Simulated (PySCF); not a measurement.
## Which method gave which barrier?

Saddle point of CH₉GeN, singlet (CH₆Ge ([CH3][GeH3]) + NH₃ → CH₇GeN ([CH3][GeH2][NH2]) + H₂; bonds formed: Ge1–N7, H2–H6; bonds broken: Ge1–H2, H6–N7), PBE0-D4/def2-TZVP structure:

Ge1  (-0.724, 0.099, 0.006)
H2  (0.293, -1.605, -0.604)
H3  (-1.981, -0.710, -0.335)
H4  (-1.219, 1.595, 0.020)
C5  (0.190, -0.134, 1.710)
H6  (0.633, -0.751, -1.384)
N7  (0.455, 0.385, -1.592)
H8  (-0.282, 0.481, 2.479)
H9  (0.179, -1.185, 1.993)
H10  (1.230, 0.179, 1.601)
H11  (-0.018, 0.643, -2.453)
H12  (1.246, 1.004, -1.441)
(Å)

Computed with PySCF 2.14 with density fitting (its default auxiliary sets; JK sets also for MP2 and CCSD(T)) (basis: def2-TZVPP, with def2-QZVPP for the basis limit); correlated methods freeze the cores. Filled d shells of the heavier atoms are correlated. The def2 sets are not built for correlating such inner shells, so the correlated values are less sure here. Extrapolation: Hartree–Fock as exp(−7.88 √X), correlation as X^−2.97. Four methods, as single points on the PBE0-D4 structures, gave these electronic barriers from the start structure: 1.980, 2.134, 2.328, 2.843 eV.

Question: The methods were, in alphabetical order, CCSD(T), HF, PBE-D4, PBE0-D4. Which gave which? (A judgement: the text doesn't fix the answer.)

Answer: By the calculation: PBE-D4 1.980; PBE0-D4 2.134; CCSD(T) 2.328; HF 2.843 eV. For comparison, CCSD(T) at an estimated basis limit (MP2 extrapolated from triple and quadruple zeta, plus CCSD(T) − MP2 in triple zeta) gives 2.363 eV.

No T1 diagnostic of these runs exceeds 0.012.

Labels in which every atom is bracketed show which atoms are joined, not bond orders.

For scale, one of the runs: CCSD(T)/def2-TZVPP, 236 basis functions, launched by `OMP_NUM_THREADS=4 python run.py`. The run took 29 min on 4 CPU threads of an Intel Xeon (shared host), with 5.1 GiB of host memory at its peak.
